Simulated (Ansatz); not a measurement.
Consider the redistribution: `[CH3][Ge]([CH3])([CH3])[Br]` + `C[O][AlH][Cl]` → `[CH3][Ge]([CH3])([CH3])[Cl]` + `C[O][AlH][Br]`.

Isolated molecules relaxed with PBE0-D4/def2-TZVP in Ansatz; ΔE leaves out vibrations. CBS: MP2 limit from def2 TZ/QZ plus the TZ coupled-cluster correction, frozen cores. For Br, Ge outer-core shells are correlated without core-valence functions, which leaves a few kJ/mol of doubt a bond. Scalar relativity is left out up to krypton. Each species was taken in one conformer, which may not be the lowest.

`[CH3][Ge]([CH3])([CH3])[Br]`:

Cartesian coordinates in Å:
```
C 1.743 0.638 -0.281
Ge -0.033 -0.157 -0.329
C -0.247 -1.583 0.978
C -1.449 1.173 -0.221
Br -0.241 -1.162 -2.431
H 2.503 -0.131 -0.418
H 1.905 1.128 0.682
H 1.845 1.378 -1.076
H 0.521 -2.343 0.834
H -1.226 -2.049 0.869
H -0.158 -1.178 1.989
H -1.409 1.681 0.746
H -2.423 0.695 -0.328
H -1.332 1.912 -1.013
```

`C[O][AlH][Cl]`:

Cartesian coordinates in Å:
```
C 0.315 -0.397 -1.188
O -0.132 0.593 -0.306
Al -0.434 0.708 1.335
Cl -0.117 -0.973 2.546
H 1.235 -0.069 -1.681
H 0.516 -1.347 -0.681
H -0.439 -0.573 -1.962
H -0.944 2.058 1.937
```

`[CH3][Ge]([CH3])([CH3])[Cl]`:

Cartesian coordinates in Å:
```
C -1.465 0.049 -1.172
Ge -0.026 -0.364 0.070
C 1.736 -0.089 -0.706
C -0.237 0.528 1.785
Cl -0.178 -2.502 0.479
H -1.348 -0.532 -2.088
H -1.450 1.111 -1.424
H -2.428 -0.194 -0.724
H 1.837 -0.670 -1.624
H 2.509 -0.406 -0.005
H 1.884 0.968 -0.940
H -0.170 1.611 1.657
H 0.544 0.206 2.474
H -1.208 0.284 2.218
```

`C[O][AlH][Br]`:

Z-matrix (Å, degrees):
```
C
O 1 1.400
H 1 1.094 2 109.8
H 1 1.094 2 109.8 3 118.7
H 1 1.096 2 112.3 3 -120.6
Al 2 1.672 1 136.8 3 119.9
Br 6 2.257 2 118.8 1 0.0
H 6 1.565 2 119.7 1 -180.0
```

| species | CCSD(T)/CBS(def2) energy (Eh) |
| --- | --- |
| `[CH3][Ge]([CH3])([CH3])[Br]` | -4769.09095 |
| `C[O][AlH][Cl]` | -817.53357 |
| `[CH3][Ge]([CH3])([CH3])[Cl]` | -2655.54911 |
| `C[O][AlH][Br]` | -2931.07194 |

Problem. Work out ΔE.

Solution. ΔE = (-2655.54911) + (-2931.07194) − (-4769.09095) − (-817.53357) = 0.00347 Eh = +0.09 eV.

Problem. What do rigid-rotor, harmonic-oscillator terms from PBE0-D4/def2-TZVP frequencies (298.15 K, 1 bar) make of the CCSD(T)/CBS value? (An estimate is asked.)

Solution. Computed: ΔZPE = 0.00 eV, ΔH = +0.09 eV, ΔS = 0 J/(mol·K), ΔG = +0.09 eV.

Largest T1 diagnostic among the species: 0.011.

Leaving LDA and LC-ωPBE aside and taking each functional with its dispersion term where it has one, the values, not all of them listed here, spread over 0.02 eV, from revPBE-D4 to BLYP-D4.
